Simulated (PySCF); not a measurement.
**Potential energy of BiF⁻ along the bond**

Set-up: PySCF, scalar-relativistic core potentials, basis sets Bi def2-SVPD with ECP60, F def2-SVPD. Energies in eV from Bi + F⁻ in their ground configurations at the same level. State: ²Π (doublet), unpaired electrons π ↑.

| R (Å) | UHF-MP2 |
| --- | --- |
| 1.879 | 0.0921 |
| 1.966 | -0.4230 |
| 2.054 | -0.6967 |
| 2.119 | -0.7913 |
| 2.185 | -0.8180 |
| 2.251 | -0.7953 |
| 2.338 | -0.7118 |
| 2.447 | -0.5548 |
| 2.578 | -0.3290 |
| 2.753 | -0.0151 |

Question: Put a parabola through the three lowest points of the UHF-MP2 curve and estimate Re, k and ωe (reduced mass 17.42 u; 1 eV/Å² = 0.16022 mdyn/Å; ωe = 1302.8·√(k/μ) cm⁻¹).

Answer: Through R = 2.119, 2.185, 2.251 Å the second-order coefficient is 5.67 eV/Å², so Re ≈ 2.188 Å, k ≈ 1.82 mdyn/Å and ωe ≈ 421 cm⁻¹. A polynomial fit of higher order to the unrounded UHF-MP2 energies gives Re = 2.184 Å, k = 1.84 mdyn/Å, ωe = 423 cm⁻¹; anharmonicity and rounding make the difference.

The higher-order fit for each curve: UHF-MP2: Re = 2.184 Å, ωe = 423 cm⁻¹, De = 0.82 eV.

Correlated steps freeze 5 core orbitals. Correlated levels converge slowly with the basis: in double zeta they bind strong bonds too weakly, by up to about 1 eV, and carry superposition errors of some tenths. These are scalar-relativistic numbers at best; spin–orbit coupling would shift them, the dissociation energy most. For an ion De counts to the pair picked by the measured ionisation energies or electron affinities, which need not be the lowest pair at this level. The state is the lowest determinant that a PBE0 search found; another state may lie lower at other levels.
